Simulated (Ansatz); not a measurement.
One change: `N=C=CF` becomes `N=C=C(F)[SeH]`.

Ansatz, PBE0-D4/def2-TZVP geometries, multiplicity 1. Each molecule was computed in one conformer, which needn't be the lowest.

Scalar relativity is left out up to krypton.

| property | `N=C=CF` |
| --- | --- |
| LUMO energy (PBE0/def2-TZVPP) / eV | -1.21 |
| HOMO–LUMO gap (PBE0/def2-TZVPP) / eV | 5.66 |
| HOMO energy (B3LYP/def2-TZVPP) / eV | -6.67 |
| HOMO energy (PBE/def2-TZVPP) / eV | -5.57 |
| LUMO energy (PBE/def2-TZVPP) / eV | -2.33 |
| size of the dipole moment (ωB97M-V/def2-TZVPP) / D | 1.95 |

(1) What does the change do to each property? (Best estimate.)

## Answers

(1) Computed: 
| property | `N=C=C(F)[SeH]` | shift |
| --- | --- | --- |
| LUMO energy (PBE0/def2-TZVPP) / eV | -1.34 | -0.13 |
| HOMO–LUMO gap (PBE0/def2-TZVPP) / eV | 5.59 | -0.07 |
| HOMO energy (B3LYP/def2-TZVPP) / eV | -6.72 | -0.05 |
| HOMO energy (PBE/def2-TZVPP) / eV | -5.68 | -0.11 |
| LUMO energy (PBE/def2-TZVPP) / eV | -2.35 | -0.02 |
| size of the dipole moment (ωB97M-V/def2-TZVPP) / D | 2.27 | 0.32 |

With PBE0 the HOMO falls by 0.06 eV and the LUMO falls by 0.13 eV, so the gap narrows by about 0.07 eV. PBE moves the HOMO by -0.11 eV and ωB97M-V by 0.01 eV. Dipoles are sizes alone; their direction can turn.

B3LYP here is the variant with VWN-RPA as its local correlation; programs differ in this.

Spin–orbit coupling is left out; it splits and shifts lone-pair levels of the heavy atoms by tenths of an eV.
